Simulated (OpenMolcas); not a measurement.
A run on Pt3+ among 5 point charges of -1.5 e arranged as a trigonal bipyramid (D3h), 2.02 Å from the ion, with the axial distance 2.101 Å.

```json
{"Program": "OpenMolcas 26.06", "Method": "CASSCF", "Basis": "ANO-RCC-VDZP [7s6p4d2f]", "Scalar Hamiltonian": "DKH2, point nucleus", "Active space": "7 electrons in 5 orbitals (5d)", "State averaging": "2S+1 = 4 even, 10 roots; 2S+1 = 2 even, 40 roots", "Spin-orbit coupling": "state interaction with AMFI integrals over the reference wave functions"}
```

59 basis functions. Blocks (2S+1, parity, CSFs, roots kept): 4, even, 10, 10; 2, even, 40, 40.

Problem. How long do the RASSCF and RASSI steps take on 1 thread of Intel(R) Xeon(R) Platinum 8259CL CPU @ 2.50GHz (Skylake/Cascade Lake), on a shared host?

Solution. About 17 s of wall time, without the integral step.
